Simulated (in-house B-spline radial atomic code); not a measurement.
Rb. Computed with a B-spline radial atomic code. Model: non-relativistic spherical atom: semilocal Troullier-Martins pseudo-atom, one channel per l, against all electrons, high spin, G0W0 and RPA with empty states to l = 8, local potential for every l without a channel, a model core (radius 0 = none) keeps its share of the functional.

The core holds an angular momentum without a channel of its own, so the local potential lets valence electrons into it.

Without relativity these are model numbers for so heavy an element.

What the tables leave out is listed at the end.

The pseudopotential gives back the lowest level of each angular momentum of its own functional in the configuration it was made in; a second state of the same l is only approximately right. Exact exchange, RPA and GW see the smooth pseudo-orbitals and miss the exchange with the core, for which the functional's share stands in. The column with an uncorrelated core keeps all orbitals and exact exchange, and so separates missing core correlation from pseudisation. Only the three outermost levels and the lowest empty one were computed. RPA here is direct RPA, with no exchange kernel, and its energies carry an (l + 1/2)⁻⁴ tail. A hybrid on a potential with a model core restores only its own semilocal share of the core's exchange.

Command:
```bash
python run_psgw.py task.json out
```
Settings (lengths in bohr, energies in hartree):
```
Z                      37
electrons              37
configuration          [Kr] 5s1
generated_in           [Kr] 5s1
functional             pbe,pbe
core_shells            6
radius_factor          1.15
core_correction        False
ion_configuration      [Ar] 3d10 4s2 4p6
```

Cost of the run: 69 s on 1 thread of Arm Neoverse N1, on a shared host.

Given: made with PBE; model core radius 0 bohr; local radius 1.509 bohr; mean-field start PBE0.

Valence shells of the generating configuration: 4s, 4p, 5s.

Channel: s 1.481, p 1.669 (radii in bohr).

Computed: largest level miss in the spin-unpolarised generating configuration 0.014 eV; valence RPA correlation energy all-electron orbitals -0.385 hartree; valence RPA correlation energy pseudo -0.445 hartree; all-electron RPA polarisability, core included 156.33 bohr³; ionisation by mean-field pseudo minus all 0.027 eV; ionisation by RPA all-electron 4.4213 eV; ionisation by RPA pseudo minus all 0.034 eV.

```json
{"level": "5s up", "occupied": "1", "mean-field all-electron (eV)": "-2.8266", "mean-field pseudo minus all (eV)": "-0.018", "G0W0 all-electron (eV)": "-4.3496", "G0W0 uncorrelated core minus all (eV)": "0.018", "G0W0 pseudo minus all (eV)": "-0.035", "exchange self-energy all-electron (eV)": "-5.4365", "exchange self-energy pseudo (eV)": "-5.188"}
{"level": "5s down (empty)", "occupied": "0", "mean-field all-electron (eV)": "-1.0449", "mean-field pseudo minus all (eV)": "-0.015", "G0W0 all-electron (eV)": "-0.40181", "G0W0 uncorrelated core minus all (eV)": "0.019", "G0W0 pseudo minus all (eV)": "-0.032", "exchange self-energy all-electron (eV)": "-0.85353", "exchange self-energy pseudo (eV)": "-0.56091"}
```

Problem. What is the pseudo-atom RPA polarisability?

Solution. 154.05 bohr³.

Problem. What is the ionisation by mean-field all-electron?

Solution. 4.1387 eV.

Given: mean-field start Hartree-Fock.

Computed: all-electron RPA polarisability, core included 117.25 bohr³; pseudo-atom RPA polarisability 115.39 bohr³; ionisation by mean-field all-electron 3.7453 eV; ionisation by mean-field pseudo minus all 0.026 eV; ionisation by RPA all-electron 4.2123 eV; ionisation by RPA pseudo minus all 0.029 eV.

| level | occupied | mean-field all-electron (eV) | mean-field pseudo minus all (eV) | G0W0 all-electron (eV) | G0W0 uncorrelated core minus all (eV) | G0W0 pseudo minus all (eV) | exchange self-energy all-electron (eV) | exchange self-energy pseudo (eV) |
| --- | --- | --- | --- | --- | --- | --- | --- | --- |
| 5s up | 1 | -3.7582 | -0.026 | -4.2895 | 0.016 | -0.028 | -4.9959 | -4.8263 |
| 4p down | 1 | -22.019 | 0.051 | -22.115 | 0.19 | 0.103 | -24.26 | -20.807 |
| 4p up | 1 | -22.06 | 0.047 | -22.153 | 0.187 | 0.098 | -24.219 | -20.794 |

Problem. What is the valence RPA correlation energy all-electron orbitals?

Solution. -0.31744 hartree.

Problem. What is the valence RPA correlation energy pseudo?

Solution. -0.35977 hartree.

Among the listed levels the largest G0W0 shift of the pseudo-atom is +0.10 eV, for 4p down on the Hartree-Fock start, while leaving the core uncorrelated moves that level by +0.19 eV. The rest, -0.09 eV, comes from pseudisation and the lost core exchange. Not in the tables (levels of low weight, unsolved or above zero; the highest and the empty levels are kept at any weight): on PBE, a start not tabulated, the G0W0 levels 5s up (pseudo minus all -0.03 eV, weights 0.59 and 0.60), 4p down (pseudo minus all -0.87 eV, weights 0.13 and 0.07), 4p up (pseudo minus all +0.00 eV, weights 0.11 and 0.12), 5s down (pseudo minus all -0.07 eV, weights 0.69 and 0.71); on PBE0 the G0W0 levels 4p down (pseudo minus all +0.01 eV, weights -0.00 and 0.04), 4p up (pseudo minus all +488.23 eV, weights 188.00 and 0.04).
